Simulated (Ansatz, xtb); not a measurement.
**Relative energy of two isomers of CH7AlBeSi**

Structure a: `[BeH][CH2][AlH][SiH3]`, a singlet. Structure b: `[BeH][C@H]([AlH2])[SiH3]`, a singlet. Both are isolated molecules in the gas phase, relaxed with PBE0-D3(BJ)/def2-SVP; the shapes shown needn't be the lowest conformers.

a (Å):

```xyz
11

C    -0.9817   -1.4231   -0.6346
Al    0.7383   -1.4584    0.2610
Be   -2.2061   -2.2810    0.0968
Si    1.3139    0.2305    1.9534
H    -3.1700   -2.9789    0.7071
H    -0.8604   -1.8362   -1.6559
H    -1.3253   -0.3726   -0.7128
H     1.7805   -2.6207   -0.0703
H     1.6796   -0.4029    3.2641
H     0.1907    1.1882    2.2212
H     2.4981    1.0479    1.5253
```

b (Å):

```xyz
11

C     0.4305   -2.7324    0.0081
Al   -0.2743   -4.2764    0.9557
Be   -0.6465   -2.1220   -1.0957
Si    0.9558   -1.3846    1.2052
H    -1.5326   -1.6563   -1.9808
H     1.3098   -3.0868   -0.5689
H     0.1985   -5.7379    0.5436
H    -1.3205   -4.0621    2.1354
H     1.7522   -1.9179    2.3601
H     1.8002   -0.3430    0.5387
H    -0.2494   -0.7082    1.7803
```

Problem. Estimate which is lower in electronic energy at CCSD(T)/def2-SVP + ΔMP2/def2-TZVPP, and by roughly how much.

Solution. The CCSD(T)/def2-SVP + ΔMP2/def2-TZVPP calculation puts structure b lower, by 4.7 kcal/mol.

Level by level:

```tsv
level	geometry	E(b) − E(a) (kcal/mol)	departure from the last row (kcal/mol)	job, with rough time for the two
PBE0-D3(BJ)/def2-SVP	PBE0-D3(BJ)/def2-SVP	−1.9	+2.8	optimisation, 2.6 min
HF/def2-SVP	PBE0-D3(BJ)/def2-SVP	−5.0	−0.4	part of the CCSD(T) run
MP2/def2-SVP	PBE0-D3(BJ)/def2-SVP	−6.2	−1.5	part of the CCSD(T) run
CCSD(T)/def2-SVP	PBE0-D3(BJ)/def2-SVP	−4.4	+0.2	single point
CCSD(T)/def2-SVP + ΔMP2/def2-TZVPP	PBE0-D3(BJ)/def2-SVP	−4.7		single point, 14 s
```

As drawn, b has 1 C–Si, 1 Al–H in place of 1 Al–Si, 1 C–H.

The levels shown agree on the order. The largest departure from CCSD(T)/def2-SVP + ΔMP2/def2-TZVPP is that of PBE0-D3(BJ)/def2-SVP, 2.8 kcal/mol. Levels run at GFN2-xTB geometries aren't shown. The last row adds to CCSD(T) the change of the MP2 difference between the two basis sets, here −0.2 kcal/mol.

With harmonic frequencies from PBE0-D3(BJ)/def2-SVP (ideal gas, rigid rotor, one conformer each, 298.15 K, 1 atm): on the last row, ΔE + ΔZPE = −5.6 kcal/mol. A mode under 50 cm⁻¹ makes harmonic enthalpies and free energies unreliable, so none is given.

The correlated steps freeze 11 core orbitals; the last core shell of Be is correlated, in a basis made for valence electrons. Run with Ansatz 0.2.0; the last row on 2 threads of Arm Neoverse V1 on a shared host.
